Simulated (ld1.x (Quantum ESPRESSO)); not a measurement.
Before and after: TM potential for Ru

* Element: ruthenium (Ru)
* Generator: ld1.x (Quantum ESPRESSO) 7.5
* Type: norm-conserving Troullier–Martins (Kleinman–Bylander form)
* Functional: LDA (PZ)
* Relativity: scalar-relativistic
* Frozen core: [Kr]
* Valence charge: 8
* Reference configuration: 4d6 5s0 5p0 (charge +2)
* Partial waves: 5p (bound, empty): rc 1.30 bohr; 4d (bound): rc 1.70 bohr; 5s (bound, empty): rc 2.60 bohr
* Local potential: the s channel
* Core correction: Bessel-smoothed model core inside 1.25 bohr

Change: all radii but the core radius scaled by about 1.32 (s 3.42, p 1.72, d 2.24 bohr).

Cutoffs: the cutoffs (Ry, on a coarse ladder) from which the occupation-weighted sum of valence levels, in a spherical-Bessel basis at the reference potential, stays within 10 and 1 mRy of its value at 400 Ry; they do not see the model core or the augmentation charge, which bear on the density cutoff. Errors are all-electron minus pseudo energies relative to the spin-unpolarised reference configuration.

Question: How do hardness, ghosts and transferability respond?

Answer: The potential gets softer (50 Ry and 60 Ry → 40 Ry and 50 Ry); both files keep a bound ghost (p); of the 9 tests that both files solve, the error grows in 2 and shrinks in 2 by more than 15 % and 0.3 meV (median size 97.6 → 104.9 meV). A larger radius leaves more room for a smooth pseudo-wave, so fewer plane waves are needed.

```tsv
quantity	base	changed
cutoff, loose	50 Ry	40 Ry
cutoff, tight	60 Ry	50 Ry
bound ghosts	p	p
error for 4d7 5s1 5p0, meV [ΔE -26.05 eV]	-98	-102
error for 4d7 5s0 5p0, meV [ΔE -18.44 eV]	-140	-129
error for 4d5 5s0 5p0, meV [ΔE 30.85 eV]	-236	-219
error for 4d6 5s1 5p0, meV [ΔE -15.73 eV]	-9.0	-14
error for 4d6 5s2 5p0, meV [ΔE -24.44 eV]	-26	-14
error for 4d7 5s0.5 5p0, meV [ΔE -23.03 eV]	-117	-121
error for 4d8 5s0 5p0, meV [ΔE -26.32 eV]	-357	-313
error for 4d6 5s0 5p0 (spin-polarised), meV [ΔE -2.50 eV]	+51	+105
error for 4d7 5s1 5p0 (spin-polarised), meV [ΔE -27.70 eV]	-64	-49
```

Base: The 5p radius (1.30 bohr) lies inside the outermost node of the all-electron wave (1.37 bohr), which a nodeless pseudo-wave cannot match soundly. Changed file: The cutoffs count occupied waves only; the empty 5p level needs 140 Ry at the loose tolerance. A true bound ghost makes a file unfit for plane-wave use even where its test errors are small: the radial tests pick states by their node count and pass the ghost by.
